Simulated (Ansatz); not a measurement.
Gas-phase electronic energies from Ansatz, PBE0-D4/def2-TZVP geometries. CCSD(T)/CBS is the MP2 limit (def2-TZVPP, def2-QZVPP) plus CCSD(T) − MP2 in def2-TZVPP, frozen cores. This one scheme is used for every species, atoms too. Functionals use def2-TZVPP. B3LYP here is the variant with VWN-RPA as its local correlation; programs differ in this. Open shells (•) are unrestricted, without spin–orbit coupling. Spin–orbit coupling would lower the free atoms: a little for O, Si. Each species was taken in one conformer, which may not be the lowest.

`O[SiH2]N[SiH2][SiH3]` → 9 H• + N• + O• + 3 Si•  (atomization)

`O[SiH2]N[SiH2][SiH3]`:

Z-matrix (Å, degrees):
```
Si
N 1 1.717
O 1 1.644 2 114.8
H 1 1.479 2 110.5 3 -116.5
H 1 1.487 2 105.2 3 122.1
Si 2 1.733 1 129.1 3 -104.1
H 2 1.012 1 115.6 3 72.2
H 3 0.958 1 117.7 2 61.8
Si 6 2.343 2 111.3 1 3.9
H 6 1.492 2 110.4 1 123.9
H 6 1.492 2 111.6 1 -118.2
H 9 1.486 6 112.8 2 -70.0
H 9 1.490 6 107.4 2 170.5
H 9 1.489 6 111.0 2 52.4
```

```json
{"level": "PBE-D4", "ΔE (kcal/mol)": "1089.7", "difference from CCSD(T)/CBS": "-9.3"}
{"level": "r2SCAN-D4", "ΔE (kcal/mol)": "1091.1", "difference from CCSD(T)/CBS": "-7.9"}
{"level": "PBE0-D4", "ΔE (kcal/mol)": "1079.7", "difference from CCSD(T)/CBS": "-19.3"}
{"level": "B3LYP-D4", "ΔE (kcal/mol)": "1094.8", "difference from CCSD(T)/CBS": "-4.2"}
{"level": "ωB97X-V", "ΔE (kcal/mol)": "1104.0", "difference from CCSD(T)/CBS": "5.0"}
{"level": "ωB97M-V", "ΔE (kcal/mol)": "1097.7", "difference from CCSD(T)/CBS": "-1.3"}
{"level": "B2PLYP", "ΔE (kcal/mol)": "1079.6", "difference from CCSD(T)/CBS": "-19.4"}
{"level": "PBE", "ΔE (kcal/mol)": "1081.4", "difference from CCSD(T)/CBS": "-17.6"}
{"level": "r2SCAN", "ΔE (kcal/mol)": "1089.0", "difference from CCSD(T)/CBS": "-10.0"}
{"level": "PBE0", "ΔE (kcal/mol)": "1072.6", "difference from CCSD(T)/CBS": "-26.4"}
{"level": "B3LYP", "ΔE (kcal/mol)": "1081.4", "difference from CCSD(T)/CBS": "-17.6"}
{"level": "HF/def2-TZVPP", "ΔE (kcal/mol)": "801.7", "difference from CCSD(T)/CBS": "-297.3"}
{"level": "MP2/def2-TZVPP", "ΔE (kcal/mol)": "1069.0", "difference from CCSD(T)/CBS": "-30.0"}
{"level": "SCS-MP2/def2-TZVPP", "ΔE (kcal/mol)": "1078.3", "difference from CCSD(T)/CBS": "-20.7"}
{"level": "CCSD/def2-TZVPP", "ΔE (kcal/mol)": "1053.9", "difference from CCSD(T)/CBS": "-45.1"}
{"level": "CCSD(T)/def2-TZVPP", "ΔE (kcal/mol)": "1066.1", "difference from CCSD(T)/CBS": "-32.9"}
{"level": "HF/def2-QZVPP", "ΔE (kcal/mol)": "804.4", "difference from CCSD(T)/CBS": "-294.6"}
{"level": "MP2/def2-QZVPP", "ΔE (kcal/mol)": "1088.8", "difference from CCSD(T)/CBS": "-10.2"}
{"level": "SCS-MP2/def2-QZVPP", "ΔE (kcal/mol)": "1100.8", "difference from CCSD(T)/CBS": "1.8"}
{"level": "HF/CBS(def2)", "ΔE (kcal/mol)": "804.9", "difference from CCSD(T)/CBS": "-294.1"}
{"level": "MP2/CBS(def2)", "ΔE (kcal/mol)": "1101.8", "difference from CCSD(T)/CBS": "2.8"}
{"level": "CCSD/CBS(def2)", "ΔE (kcal/mol)": "1086.8", "difference from CCSD(T)/CBS": "-12.2"}
{"level": "CCSD(T)/CBS", "ΔE (kcal/mol)": "1099.0", "difference from CCSD(T)/CBS": "0"}
```

Largest T1 diagnostic among the species: 0.012.

The D4 term adds +13.4 kcal/mol with B3LYP and +7.2 kcal/mol with PBE0; it sums over pairs of atoms, weighted by their polarisabilities, and B3LYP, whose exchange is more repulsive, gets the larger term. From PBE to PBE0 (25 % exact exchange), in def2-TZVPP and without D4, ΔE moves by −8.8 kcal/mol: exact exchange takes away binding that semilocal exchange gives to molecules.

For atomizations the MP2-based limit and the directly extrapolated one differ by several kJ/mol either way, and by 10 to 25 for some Ge, Se and Sn compounds, so smaller differences from it don't rank the levels.
